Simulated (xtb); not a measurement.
xtb input:

```bash
xtb mol.xyz --gfn 2 --sp --chrg -1 --uhf 0
```
mol.xyz:
```
4

O      0.01915060    -0.02033157    -1.25607661
N     -0.00000000     0.00000000    -0.00000000
O      1.04214260     0.28880183     0.63956302
O     -1.06129321    -0.26847027     0.61651359
```

What final total energy does it print?

-15.25759 Eh (GFN2-xTB).

It need not be the lowest isomer of its formula. Whether it binds its extra electron was not tested at this geometry.
